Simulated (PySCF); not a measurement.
Computed properties of Si(H)(I)2(OMe) (CH₄I₂OSi), SMILES CO[SiH](I)I

CH4I2OSi, SMILES CO[SiH](I)I. The structure is a stationary point at B3LYP-D3(BJ)/def2-SVP. The def2 effective core potentials stand for the cores of I; spin–orbit coupling is left out. The values are those of a single conformer. All values are computed for the isolated molecule unless a solvent is named; none is compared with measurement here.

**Structure.** All 21 harmonic modes at B3LYP-D3(BJ)/def2-SVP (PySCF) are real, so it is a minimum. With heavy atoms numbered as in [SiH:1]([I:2])([I:3])[O:4][CH3:5], the shortest bond between them is O4–C5 at 1.417 Å and the longest Si1–I2 at 2.472 Å.

**Vibrations.** The strongest infrared lines (harmonic, unscaled, degenerate partners summed) lie at 1143 cm⁻¹ (287 km/mol, O 44 %, C 32 %, H 21 %), 754 cm⁻¹ (267 km/mol, H 89 %), 815 cm⁻¹ (189 km/mol, H 62 %, Si 26 %). The softest mode is at 56 cm⁻¹ and the zero-point energy is 33.3 kcal/mol.

**Electronic structure.** r2SCAN/def2-TZVP (PySCF) places the frontier levels at -6.81 and -1.87 eV, a gap of 4.94 eV, and gives a dipole moment of 1.86 D and a mean polarisability of 105.6 bohr³. PBE/def2-TZVP (PySCF) at the same geometry gives -6.51 and -2.12 eV, so its gap is 0.55 eV narrower. An orbital gap is neither the optical nor the fundamental gap.

**Excitations.** TDA-M06-2X/def2-SVPD (PySCF) has S1 at 5.19 eV (239 nm, f = 0.046, weak); the most intense of the 10 singlets computed lies at 6.93 eV (f = 0.05). T1 (TDA) is at 4.72 eV, 0.47 eV under S1. TDA-PBE/def2-SVPD (PySCF) puts S1 at 4.55 eV. No vertical singlet excitation falls in the visible range (under 3.1 eV).
